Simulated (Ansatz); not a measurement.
`CC([SeH])[TeH]` + PH₃ → `P[TeH]` + `CC[SeH]` at 700 K and 1 bar (ligand exchange at a Te–C bond).

Calculated with Ansatz (gas phase, PBE0-D4/def2-TZVP geometries, no zero-point term in ΔE). CBS: MP2 limit from def2 TZ/QZ plus the TZ coupled-cluster correction, frozen cores. This one scheme is used for every species. def2 core potentials past Kr. For Se, Te outer-core shells are correlated without core-valence functions, which leaves a few kJ/mol of doubt a bond. Scalar relativity is left out up to krypton. Each species was taken in one conformer, which may not be the lowest.

```csv
species,CCSD(T)/CBS energy (Eh),H − E (kJ/mol),S (J/(mol·K))
`CC([SeH])[TeH]`,-2748.13456,257.1,469.6
PH₃,-342.72256,91.5,248.3
`P[TeH]`,-610.46278,106.3,350.1
`CC[SeH]`,-2480.41858,249.2,382.8
```

H − E and S are ideal-gas, rigid-rotor, harmonic terms from PBE0-D4/def2-TZVP, for one conformer and one mirror image of each species. 1 Eh = 2625.50 kJ/mol, R = 8.31446 J/(mol·K).

Question: By hand: ΔE, ΔH, ΔS and ΔG.

Answer: ΔE = (-610.46278) + (-2480.41858) − (-2748.13456) − (-342.72256) = -0.02424 Eh = -63.6 kJ/mol. Δ(H − E) = 106.3 + 249.2 − 257.1 − 91.5 = 6.9, so ΔH = -56.7 kJ/mol. ΔS = 350.1 + 382.8 − 469.6 − 248.3 = 15.0 J/(mol·K). ΔG = -56.7 − 700 × (15.0)/1000 = -67.2 kJ/mol.

Question: By hand: the equilibrium constant, and the temperature at which ΔG would vanish if ΔH and ΔS stayed fixed.

Answer: log₁₀ K = −ΔG/(RT ln 10) = 5.0. ΔH and −TΔS have one sign here, so there is no such temperature.

ΔH outweighs TΔS. A doubt of 5 kJ/mol in ΔE shifts log₁₀ K by 0.4 here. Other conformers and mirror images would add mixing entropy, several J/(mol·K) or more a flexible species. These are equilibria of isolated gas molecules and say nothing of rates. Largest T1 diagnostic: 0.013 (customary marks: 0.02 for closed shells, 0.045 for open ones).
